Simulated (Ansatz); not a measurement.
Input for Ansatz (an electronic-structure program): U-CCSD(T)/aug-cc-pVTZ on LiB-, 2S+1 = 2, a spin state set in the input, which need not be the lowest, a point of a bond scan (R = 2.333 Å). Charge -1.

Ansatz 0.2 input:
```yaml
crystal:
  periodic: [false, false, false]
  atoms:
    - {symbol: Li, position_ang: [0.00000000, 0.00000000, 0.00000000]}
    - {symbol: B, position_ang: [0.00000000, 0.00000000, 2.33321300]}
basis:
  gaussian:
    orbitals: aug-cc-pVTZ
    pivot_positions_ang: [[0.00000000, 0.00000000, 0.00000000], [0.00000000, 0.00000000, 2.33321300]]
total_charge: -1
magnetization: {spin_polarized: true, initial_magnetization: 1}
correlation: {method: ccsd_t, electrons: outside_noble_gas}
output: {orbitals: {seedname: ./end}}
```

Program output:

```
WARN ansatz: RAYON_NUM_THREADS=1 ignored (pool sized by the plan → 1); use --threads N
Functional definition: HF
integrals: 0.14 GiB planned
570 factors; integrals over basis functions are off by at most 3.9e-4 eV
mean field: 0.15 GiB planned
mean field evaluation 1: about -860.0499 eV, gradient 1.2e1 eV
mean field evaluation 2: about -860.0278 eV, gradient 1.2e1 eV
mean field evaluation 4: about -866.0298 eV, gradient 1.6e1 eV
mean field evaluation 8: about -869.8331 eV, gradient 3.2e0 eV
mean field evaluation 16: about -870.7093 eV, gradient 7.6e-3 eV
mean field evaluation 32: about -870.7454 eV, gradient 2.4e-6 eV
mean field evaluation 64: about -868.5433 eV, gradient 7.9e0 eV
mean field evaluation 96: about -869.7058 eV, gradient 4.4e-1 eV
mean field evaluation 128: about -870.1782 eV, gradient 5.4e-4 eV
mean field evaluation 160: about -870.0788 eV, gradient 1.0e0 eV
mean field evaluation 192: about -870.9209 eV, gradient 1.6e0 eV
mean field evaluation 224: about -867.6035 eV, gradient 6.7e0 eV
mean field evaluation 256: about -870.6210 eV, gradient 2.0e-5 eV
mean field evaluation 288: about -870.7358 eV, gradient 2.3e-1 eV
mean field evaluation 320: about -870.1782 eV, gradient 1.5e-2 eV
mean field evaluation 352: about -870.0575 eV, gradient 7.9e-4 eV
mean field evaluation 384: about -867.5312 eV, gradient 3.2e0 eV
mean field evaluation 416: about -869.5675 eV, gradient 3.4e-2 eV
mean field evaluation 448: about -869.3345 eV, gradient 1.2e0 eV
mean field evaluation 480: about -869.0649 eV, gradient 1.2e0 eV
mean field evaluation 512: about -868.9365 eV, gradient 1.3e0 eV
mean field evaluation 544: about -869.5061 eV, gradient 3.0e-1 eV
mean field evaluation 576: about -868.5318 eV, gradient 2.9e0 eV
mean field evaluation 608: about -867.9468 eV, gradient 1.6e0 eV
mean field evaluation 640: about -867.3242 eV, gradient 2.8e0 eV
mean field evaluation 672: about -869.4096 eV, gradient 2.2e-3 eV
mean field evaluation 704: about -868.0296 eV, gradient 1.0e1 eV
mean field evaluation 736: about -870.7666 eV, gradient 2.0e0 eV
mean field evaluation 768: about -869.1234 eV, gradient 1.0e0 eV
mean field evaluation 800: about -869.7773 eV, gradient 3.3e-1 eV
mean field evaluation 832: about -869.7530 eV, gradient 3.7e0 eV
mean field evaluation 864: about -869.1665 eV, gradient 1.6e0 eV
mean field evaluation 896: about -869.1675 eV, gradient 1.6e0 eV
mean field evaluation 928: about -869.4454 eV, gradient 1.6e-1 eV
mean field evaluation 960: about -868.4542 eV, gradient 1.6e0 eV
mean field evaluation 992: about -869.7108 eV, gradient 1.8e-1 eV
mean field evaluation 1024: about -869.5016 eV, gradient 8.2e-3 eV
mean field -871.00263645 eV, -32.0087565027 hartree, gradient 3.9e-6 eV, S^2 1.730891; 41 other end points of the search recorded, 0 dependent functions left out
determinant -871.00263645 eV, -32.0087565027 hartree, with singles and doubles -873.33849941 eV, -32.0945978833 hartree
determinant -870.74544933 eV, -31.9993050504 hartree, with singles and doubles -873.09069566 eV, -32.0854912632 hartree
determinant -870.70925707 eV, -31.9979750093 hartree, with singles and doubles -873.10011448 eV, -32.0858373985 hartree
determinant -870.62103928 eV, -31.9947330656 hartree, with singles and doubles -872.93861839 eV, -32.0799025269 hartree
determinant -870.45819109 eV, -31.9887485046 hartree, with singles and doubles -872.83832141 eV, -32.0762166806 hartree
determinant -870.17818349 eV, -31.9784584154 hartree, with singles and doubles -872.48569535 eV, -32.0632579122 hartree
determinant -870.12179930 eV, -31.9763863344 hartree, with singles and doubles -872.41843427 eV, -32.0607861129 hartree
determinant -870.05747324 eV, -31.9740223954 hartree, with singles and doubles -872.34485582 eV, -32.0580821548 hartree
determinant -869.91577129 eV, -31.9688149448 hartree, with singles and doubles -872.75882732 eV, -32.0732953268 hartree
determinant -869.77700782 eV, -31.9637154813 hartree, with singles and doubles -871.96941885 eV, -32.0442851005 hartree
determinant -869.71570164 eV, -31.9614625209 hartree, with singles and doubles -872.93229679 eV, -32.0796702121 hartree
determinant -869.56856052 eV, -31.9560551843 hartree, with singles and doubles -872.34019441 eV, -32.0579108510 hartree
determinant -869.56650741 eV, -31.9559797341 hartree, with singles and doubles -872.46173908 eV, -32.0623775352 hartree
determinant -869.50166276 eV, -31.9535967370 hartree, with singles and doubles -872.53450043 eV, -32.0650514656 hartree
determinant -869.44632910 eV, -31.9515632625 hartree, with singles and doubles -871.76243500 eV, -32.0366785845 hartree
determinant -869.40958582 eV, -31.9502129718 hartree, with singles and doubles -871.64375592 eV, -32.0323172088 hartree
determinant -869.37809787 eV, -31.9490558110 hartree, with singles and doubles -871.96370898 eV, -32.0440752669 hartree
determinant -869.32662896 eV, -31.9471643637 hartree, with singles and doubles -871.65136169 eV, -32.0325967157 hartree
determinant -869.21667561 eV, -31.9431236524 hartree, with singles and doubles -871.56430274 eV, -32.0293973582 hartree
determinant -869.19096741 eV, -31.9421788936 hartree, with singles and doubles -872.83107872 eV, -32.0759505169 hartree
determinant -869.08059066 eV, -31.9381226227 hartree, with singles and doubles -872.20534905 eV, -32.0529553756 hartree
determinant -868.81556278 eV, -31.9283830278 hartree, with singles and doubles -871.10839324 eV, -32.0126429932 hartree
determinant -868.79618914 eV, -31.9276710597 hartree, with singles and doubles -871.23115338 eV, -32.0171543451 hartree
determinant -871.00263645 eV, -32.0087565027 hartree, with singles and doubles -873.28084957 eV, -32.0924792909 hartree
determinant -870.74544933 eV, -31.9993050504 hartree, with singles and doubles -873.03220242 eV, -32.0833416765 hartree
determinant -870.70925707 eV, -31.9979750093 hartree, with singles and doubles -873.04137878 eV, -32.0836789014 hartree
determinant -870.62103928 eV, -31.9947330656 hartree, with singles and doubles -872.88175745 eV, -32.0778129257 hartree
determinant -870.45819109 eV, -31.9887485046 hartree, with singles and doubles -872.79840137 eV, -32.0747496463 hartree
determinant -870.17818349 eV, -31.9784584154 hartree, with singles and doubles -872.46758572 eV, -32.0625923953 hartree
determinant -870.12179930 eV, -31.9763863344 hartree, with singles and doubles -872.37463594 eV, -32.0591765541 hartree
determinant -870.05747324 eV, -31.9740223954 hartree, with singles and doubles -872.29440825 eV, -32.0562282408 hartree
determinant -871.00263645 eV, -32.0087565027 hartree, with singles and doubles -873.28467862 eV, -32.0926200056 hartree
determinant -870.74544933 eV, -31.9993050504 hartree, with singles and doubles -873.04623128 eV, -32.0838572276 hartree
determinant -870.70925707 eV, -31.9979750093 hartree, with singles and doubles -873.06020996 eV, -32.0843709346 hartree
determinant -870.62103928 eV, -31.9947330656 hartree, with singles and doubles -872.90297405 eV, -32.0785926215 hartree
determinant -870.45819109 eV, -31.9887485046 hartree, with singles and doubles -872.81540569 eV, -32.0753745437 hartree
determinant -869.91577129 eV, -31.9688149448 hartree, with singles and doubles -872.76576349 eV, -32.0735502266 hartree
determinant -869.71570164 eV, -31.9614625209 hartree, with singles and doubles -873.17815434 eV, -32.0887053106 hartree
determinant -869.19096741 eV, -31.9421788936 hartree, with singles and doubles -873.13438214 eV, -32.0870967119 hartree
determinant -869.63795414 eV, -31.9586053527 hartree, with singles and doubles -873.03862138 eV, -32.0835775690 hartree
2 core orbitals not correlated
reference -871.00263645 eV, -32.0087565027 hartree; 3, 2 occupied and 87, 88 virtual orbitals, 570 factors
second order -1.72734149 eV of doubles, -0.00000000 eV of singles
coupled cluster: 0.36 GiB planned
cycle   1  -2.28204389 eV  change   -1.7e-6 eV  update   4.1e-6
coupled cluster: 0.36 GiB planned
perturbative correction -0.10596199 eV, -0.0038940313 hartree
Total energy: -873.39064233 eV, -32.0965141003 hartree
```

The run converged. Its determinant has ⟨S²⟩ = 1.73, a mixture of spin states.

Cost: very roughly 100 core-seconds.
